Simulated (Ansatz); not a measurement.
A nudged elastic band was laid between two geometries of CH5BS2 (9 atoms, charge 0, multiplicity 1).

Method: Ansatz, UKS PBE0/cc-pVDZ.

```json
{
 "movable images": "7",
 "climbing image": "yes",
 "spring": "5.0 eV/Å²",
 "optimiser": "quadratic models (default)",
 "start path": "through a guess of the saddle point",
 "force threshold": "0.05 eV/Å",
 "iteration limit": "60",
 "end points": "relaxed"
}
```

Initial state:

```xyz
9
Properties=species:S:1:pos:R:3
B -0.046 0.056 -0.161
S 1.111 1.224 -0.923
S -1.611 -0.483 -0.887
H -1.587 0.227 -2.041
C 0.341 -0.530 1.246
H 0.432 1.499 -2.062
H 1.351 -0.972 1.227
H -0.360 -1.298 1.604
H 0.370 0.277 1.998
```

Final state:

```xyz
9
Properties=species:S:1:pos:R:3
B -0.973 -0.752 0.391
S 1.104 1.285 -1.999
S -2.242 -0.873 -0.617
H 0.016 0.495 -2.184
C 0.213 -0.650 1.349
H 0.334 2.358 -1.701
H 1.095 -1.152 0.923
H -0.025 -1.117 2.318
H 0.477 0.406 1.520
```

Q: What changes between the two ends?

A: Bonds broken: B1–S2, S3–H4. Bonds formed: S2–H4. CH5BS2 becomes CH3BS + H2S.

Q: Give the energies along the band, and the barrier.

A: It converged. The highest image is number 5 of 0 to 8, 40.9 kcal/mol above the first end and 14.5 kcal/mol above the last; the last end lies 26.4 kcal/mol above the first. A vibrational analysis at the climbing image gives one clearly imaginary mode, 727i cm⁻¹: a first-order saddle point. The orbitals stay closed-shell, which can raise the energy where a bond breaks towards radicals; this wasn't checked here.

```csv
image,path coordinate (Å),energy (kcal/mol),B1–S2 (Å),S3–H4 (Å),S2–H4 (Å)
0,0.00,0.0,1.81,1.36,3.09
1,0.49,0.8,1.82,1.36,3.06
2,0.98,4.9,1.84,1.36,2.91
3,1.47,11.1,1.88,1.36,2.57
4,1.96,24.7,1.96,1.46,1.98
5,2.45,40.9,2.11,1.94,1.48
6,3.07,32.7,2.78,2.41,1.36
7,3.70,27.1,3.41,2.77,1.36
8,4.33,26.4,3.76,3.07,1.36
```

Q: What is the geometry of the highest image?

A: 
```xyz
9
Properties=species:S:1:pos:R:3:forces:R:3
B -0.397 -0.296 -0.144 0.00 0.00 -0.01
S 0.722 0.753 -1.600 -0.01 -0.01 0.01
S -1.870 -0.673 -0.947 0.01 0.01 0.00
H -0.627 0.343 -2.038 0.00 0.01 0.00
C 0.323 -0.490 1.221 -0.01 -0.01 0.01
H 0.319 1.983 -1.192 0.00 0.00 0.00
H 1.262 -1.056 1.098 0.00 0.00 0.00
H -0.325 -1.040 1.919 0.00 0.00 0.00
H 0.593 0.474 1.683 0.00 0.01 0.00
```

Q: What are the harmonic wavenumbers there?

A: 727i, 140, 231, 263, 321, 351, 365, 595, 696, 856, 899, 1065, 1219, 1336, 1419, 1425, 1623, 2697, 3053, 3130, 3160 cm⁻¹.

The band took 11 iterations and of the order of 8 core-minutes.

Time of the run: 4.2 min on 2 threads of Arm Neoverse V1 (shared host), peak memory 0.26 GiB.
